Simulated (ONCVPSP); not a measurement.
# What one change does to a pseudopotential (tin, ONCV)

ONCVPSP 4.0.1 input, shortened (lines: element, Z, core and valence counts, functional; n l f; lmax; l rc ep ncon nbas qcut; lloc lpopt rc5 dvloc0; l nproj debl; icmod fcfact rcfact), PBE, scalar-relativistic:

```
  Sn 50.00    8    3        4      upf
    1    0    2.00
    2    0    2.00
    2    1    6.00
    3    0    2.00
    3    1    6.00
    3    2   10.00
    4    0    2.00
    4    1    6.00
    4    2   10.00
    5    0    1.75
    5    1    2.25
    2
    0    1.70    0.00    4    8    3.20
    1    2.20    0.00    3    8    4.40
    2    1.15    0.00    4    8    9.30
    4    5    0.75    1.00
    0    1    3.00
    1    1    1.40
    2    2    3.60
    0    0.00    0.00
```

All-electron outer shells of the reference configuration (PBE, scalar-relativistic, ld1.x):

| shell | level (eV) | outermost node (bohr) | outermost maximum (bohr) |
| --- | --- | --- | --- |
| 4s | -134.33 | 0.40 | 0.74 |
| 4p | -90.10 | 0.41 | 0.79 |
| 4d | -26.22 | 0.39 | 0.88 |
| 5s | -10.77 | 0.98 | 2.01 |
| 5p | -3.86 | 1.09 | 2.55 |

Change: local potential polynomial inside 0.80 bohr (lpopt 5, dvloc0 2 Ha).

Cutoffs: the cutoffs (Ha) at which the residual kinetic energy of the hardest occupied pseudo-wave falls to 1 and 0.1 mHa per electron; they do not see the model core or the augmentation charge, which bear on the density cutoff. Errors are all-electron minus pseudo energies relative to the spin-unpolarised reference configuration.

Question: What does the change do?

Answer: The potential gets neither clearly harder nor softer (41 Ha and 99 Ha → 41 Ha and 99 Ha); both files keep a bound ghost (p, s); the number of tests with a reliable result goes from 4 to 2; the range in which the s phases agree narrows (upper end at the end of the scan → -0.2).

```csv
quantity,base,changed
"cutoff, loose",41 Ha,41 Ha
"cutoff, tight",99 Ha,99 Ha
bound ghosts,"s, p","s, p"
GHOST(+) flags under 300 eV,none,none
tests with a reliable result,4 of 4,2 of 4
"error for 4d10 5s2 5p2, meV [ΔE -1.72 eV]",+0.1,+0.4
"error for 4d10 5s2 5p1, meV [ΔE 5.15 eV]",-1.6,+0.5
s: phases at 1.73 bohr within 0.05 rad from the reference energy up to (Ha; the scan ends near 5),to the end of the scan,-0.2
p: phases at 2.23 bohr within 0.05 rad from the reference energy up to (Ha; the scan ends near 5),1.1,1.3
d: phases at 1.16 bohr within 0.05 rad from the reference energy up to (Ha; the scan ends near 5),to the end of the scan,to the end of the scan
```

 A true bound ghost makes a file unfit for plane-wave use even where its test errors are small: the radial tests pick states by their node count and pass the ghost by.
